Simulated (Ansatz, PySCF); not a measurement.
HLi, charge +1, doublet, at the geometry of the source list (a state made from the parent by changing its charge; the spin is typed, not shown lowest). Base run: B97M-V/6-31G** in PySCF.

Geometry (Å):
```xyz
2

Li     0.3827     0.1161    -0.5596
H     -0.3827    -0.1161     0.5596
```
Charge +1, spin multiplicity 2.
Orbitals are unrestricted.
All else is at PySCF's defaults.

The same geometry, method and basis name were run in Ansatz (an electronic-structure program) and PySCF, at each program's defaults and at the settings that a row names. The base is PySCF at its defaults. Differences at the defaults can come from grids, fitting, cores and function types together.

```json
[
 {"code and settings": "PySCF, defaults (exact integrals, its default grid, spherical functions)", "ΔE vs base (µEh)": "0.0", "basis functions": "19", "E (Eh)": "-7.77540", "SCF cycles": "6"},
 {"code and settings": "Ansatz, defaults (factorised integrals, its default grid, Cartesian functions)", "ΔE vs base (µEh)": "-54.4", "basis functions": "20", "E (Eh)": "-7.77545", "SCF cycles": "-"},
 {"code and settings": "PySCF, density fitting with def2-universal-jkfit", "ΔE vs base (µEh)": "-24.1", "basis functions": "19", "E (Eh)": "-7.77542", "SCF cycles": "6"},
 {"code and settings": "PySCF, fine grid", "ΔE vs base (µEh)": "1.8", "basis functions": "19", "E (Eh)": "-7.77539", "SCF cycles": "6"},
 {"code and settings": "Ansatz, high accuracy, Cartesian functions as the basis file defines them", "ΔE vs base (µEh)": "-53.9", "basis functions": "20", "E (Eh)": "-7.77545", "SCF cycles": "-"}
]
```

Open shells are given as the SCF converged; they aren't shown to be the lowest states, and a large step between rows can be another state.
